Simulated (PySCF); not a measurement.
Cl2CrO2, multiplicity 1. Atoms are numbered in the order given.

```xyz
5

Cr     0.0000     0.0000     0.3569
O      0.0000     1.2662     1.2624
O      0.0000    -1.2662     1.2624
Cl    -1.7573     0.0000    -0.8460
Cl     1.7573     0.0000    -0.8460
```
Charge 0, spin multiplicity 1.

Geometry: PBE-D3(BJ)/def2-SVP. The spin state was assumed, not searched. The isomer is the one that the SMILES or the coordinates give; other isomers of the formula were not compared.

Calculation: PBE/def2-TZVP (PySCF).

Symmetry labels are those of the subgroup C2v that the program uses (full group C2v).

Question: List the valence orbital energies around the gap with their symmetry. (An estimate is asked for; the answer gives what the named calculation found.)

Answer: 
| orbital | symmetry | energy (eV) |
|---|---|---|
| HOMO−7 | A1 | -10.78 |
| HOMO−6 | A1 | -10.38 |
| HOMO−5 | B1 | -9.93 |
| HOMO−4 | A1 | -9.29 |
| HOMO−3 | B2 | -9.18 |
| HOMO−2 | B1 | -8.47 |
| HOMO−1 | A2 | -8.44 |
| HOMO | B2 | -8.33 |
| LUMO | A1 | -5.82 |
| LUMO+1 | A2 | -5.26 |
| LUMO+2 | B1 | -4.91 |
| LUMO+3 | A1 | -3.73 |
